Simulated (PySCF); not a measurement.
C₈H₉F.
Structure used (GFN2-xTB), in Å, numbered top down from 1:
```xyz
18
C8H9F angstrom
C      2.6121   -0.8072   -1.1100
C      1.7612   -0.1676   -0.5631
C      0.7492    0.5907    0.1389
C      0.4925    0.0400    1.5595
C     -0.9790    0.2545    1.7107
F     -1.5472    0.0993    2.9191
C     -1.6025    0.5813    0.5939
C     -0.6427    0.6056   -0.5627
C     -0.8792   -0.5963   -1.4790
H      3.3558   -1.3614   -1.5995
H      1.0992    1.6258    0.2218
H      0.7360   -1.0240    1.6294
H      1.0684    0.5655    2.3220
H     -2.6556    0.7574    0.4767
H     -0.7585    1.5179   -1.1554
H     -1.8940   -0.5700   -1.8694
H     -0.7410   -1.5246   -0.9306
H     -0.1834   -0.5806   -2.3140
```

NICS is the negative of the GIAO shielding at a point without a nucleus: at the ring centre (0) and 1 Å above and below it (1); zz is the component along the ring normal. Level: GIAO PBE0/pcSseg-1 (PySCF, non-relativistic, gas phase) on the GFN2-xTB geometry, one conformer.

Ring bond lengths (Å), with Mayer bond orders in brackets: C3–C4 1.545 (0.99), C4–C5 1.495 (1.05), C5–C7 1.320 (1.83), C7–C8 1.503 (1.00), C8–C3 1.559 (0.96).

Problem. What do the NICS probes read (ppm)?

Solution. 
| ring | type | NICS(0) | NICS(1), two faces | NICS(1)zz, two faces | rms pucker (Å) | centre to ring atoms, mean (Å) |
| --- | --- | --- | --- | --- | --- | --- |
| C3–C4–C5–C7–C8 | 5-membered carbocycle; formal bonds 1 double, 4 single | -5.5 | -2.6 / -3.7 | 0.3 / -2.5 | 0.09 | 1.26 |

Problem. What do they say, and how far can they be read as aromaticity?

Solution. 
- C3–C4–C5–C7–C8: mean NICS(1)zz -1.1 ppm, near zero. C3, C4, C8 have four or more neighbours; no verdict on aromaticity is drawn.

Problem. What is the mean of the two in-plane components of NICS at the second NICS(1) probe listed for ring C3–C4–C5–C7–C8, 1 Å off the ring?

Solution. The isotropic value is a third of the trace: (3 × -3.7 − (-2.5))/2 = -4.3 ppm.

Problem. List the ring angles and the Hirshfeld charges of the ring atoms.

Solution. 
- C3–C4–C5–C7–C8: C3 105.6° (-0.003 e), C4 101.9° (-0.072 e), C5 114.5° (+0.085 e), C7 110.7° (-0.079 e), C8 102.9° (-0.014 e); sum 535.6° against 540° for a flat convex ring.

On an Arm Neoverse N1 with one thread, no GPU (shared host), this took 69 s wall and 0.87 GiB of memory at its peak. This is the whole shielding run at PBE0/pcSseg-1, SCF included.
